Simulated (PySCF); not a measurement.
Stepwise substitution at one centre (Sn OH-C2H5). All species are isolated molecules in the gas phase. One relaxed conformer stands for each flexible species; it need not be the lowest. Strings in code marks are SMILES.

The numbers are results of PBE-D3(BJ)/def2-TZVP // B3LYP-D3(BJ)/def2-SVP run with PySCF, not measurements. Excitations are Tamm–Dancoff values on a coarser integration grid. The basis has no diffuse functions, so Rydberg states are missing or too high.

```csv
species,S1–T1 gap (TDA) (eV),LUMO (eV),T1 excitation (TDA) (eV),S1 oscillator strength,HOMO (eV)
0 of 4 OH replaced by C2H5 (`[OH][Sn]([OH])([OH])[OH]`),0.38,-2.92,4.24,0.012,-7.36
1 of 4 OH replaced by C2H5 (`C[CH2][Sn]([OH])([OH])[OH]`),(withheld),-1.93,4.42,(withheld),-6.60
2 of 4 OH replaced by C2H5 (`C[CH2][Sn]([OH])([OH])[CH2]C`),0.61,-1.21,(withheld),0.078,-6.15
4 of 4 OH replaced by C2H5 (`C[CH2][Sn]([CH2]C)([CH2]C)[CH2]C`),–,(withheld),–,0.021,-5.87
```

Task: Some entries are withheld; supply them.

Result: 
- 1 of 4 OH replaced by C2H5 (`C[CH2][Sn]([OH])([OH])[OH]`), S1–T1 gap (TDA) (eV): 0.64
- 1 of 4 OH replaced by C2H5 (`C[CH2][Sn]([OH])([OH])[OH]`), S1 oscillator strength: 0.103
- 2 of 4 OH replaced by C2H5 (`C[CH2][Sn]([OH])([OH])[CH2]C`), T1 excitation (TDA) (eV): 4.69
- 4 of 4 OH replaced by C2H5 (`C[CH2][Sn]([CH2]C)([CH2]C)[CH2]C`), LUMO (eV): -0.25
